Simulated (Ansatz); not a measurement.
Isolated molecules relaxed with PBE0-D4/def2-TZVP in Ansatz; ΔE leaves out vibrations. CCSD(T)/CBS is the MP2 limit (def2-TZVPP, def2-QZVPP) plus CCSD(T) − MP2 in def2-TZVPP, frozen cores. This one scheme is used for every species. Functionals use def2-TZVPP. One conformer a species, not always the lowest.

`N=[C](O)[Al]([NH2])[NH2]` + `CC` → `C[CH2][Al]([NH2])[NH2]` + `N=CO`  (formal exchange of groups at the Al–C bond)

```csv
level,ΔE (kJ/mol),difference from CCSD(T)/CBS
CAM-B3LYP-D4,7.5,1.5
ωB97X-V,5.9,-0.1
ωB97M-V,5.2,-0.8
r2SCANh,5.4,-0.6
r2SCAN0,3.8,-2.2
LC-ωPBE,2.2,-3.8
HF/def2-SVP,6.0,0.0
CCSD(T)/def2-SVP,8.2,2.2
HF/def2-QZVPP,5.5,-0.5
MP2/CBS(def2),4.2,-1.8
CCSD(T)/CBS,6.0,0
```

(1) What do rigid-rotor, harmonic-oscillator terms from PBE0-D4/def2-TZVP frequencies (298.15 K, 1 bar) make of the CCSD(T)/CBS value? (An estimate is asked.)

Largest T1 diagnostic among the species: 0.014.

Results:

(1) The calculation gave: ΔZPE = +1.3 kJ/mol, ΔH = +6.7 kJ/mol, ΔS = 17 J/(mol·K), ΔG = +1.8 kJ/mol. Modes under 50 cm⁻¹ make the entropy rough.

From PBE to PBE0 (25 % exact exchange), in def2-TZVPP and without D4, ΔE moves by −3.5 kJ/mol. Leaving LDA and LC-ωPBE aside and taking each functional with its dispersion term where it has one, the values, not all of them listed here, spread over 9.7 kJ/mol, from PBE-QIDH to BLYP-D4. LDA lies −4.6 kJ/mol from PBE without D4.
